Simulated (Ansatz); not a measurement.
Conformers of `C[Si]SC`, each relaxed with PBE0-D4/def2-TZVP in Ansatz. CBS adds the triple-zeta coupled-cluster correction to the MP2 limit.

Not all of them had a frequency check.

Conformer A:

```xyz
10

C     0.491    1.508   -0.148
Si   -0.198    0.889   -1.809
S    -0.763   -1.096   -1.323
C    -0.406   -1.482    0.412
H    -0.272    1.477    0.637
H     1.332    0.895    0.193
H     0.837    2.539   -0.244
H    -0.952   -0.815    1.079
H     0.661   -1.408    0.615
H    -0.732   -2.507    0.588
```

Conformer B:

Z-matrix (Å, degrees):
```
C
Si 1 1.903
H 1 1.091 2 116.5
H 1 1.096 2 108.4 3 -123.2
H 1 1.097 2 108.0 3 122.6
S 2 2.108 1 96.6 3 -2.5
C 6 1.812 2 103.4 1 -179.7
H 7 1.091 6 110.3 2 -0.2
H 7 1.090 6 109.0 2 -120.6
H 7 1.090 6 109.1 2 120.2
```

Which is lowest in electronic energy at CCSD(T)/CBS (frozen core, def2 sets), and by how much? (Estimate.)

Ansatz gave: B; A lies 11.2 kJ/mol higher.

Give the energies relative to B (kJ/mol) with PBE-D4/def2-TZVPP, PBE0-D4/def2-TZVPP, B3LYP-D4/def2-TZVPP, B2PLYP/def2-TZVPP, HF/def2-QZVPP, HF/CBS(def2), MP2/CBS(def2). (An estimate is asked.)

Computed: 
```csv
level,A
PBE-D4/def2-TZVPP,10.8
PBE0-D4/def2-TZVPP,11.7
B3LYP-D4/def2-TZVPP,9.8
B2PLYP/def2-TZVPP,11.9
HF/def2-QZVPP,13.0
HF/CBS(def2),13.1
MP2/CBS(def2),12.5
```

B3LYP here is the variant with VWN-RPA as its local correlation; programs differ in this.
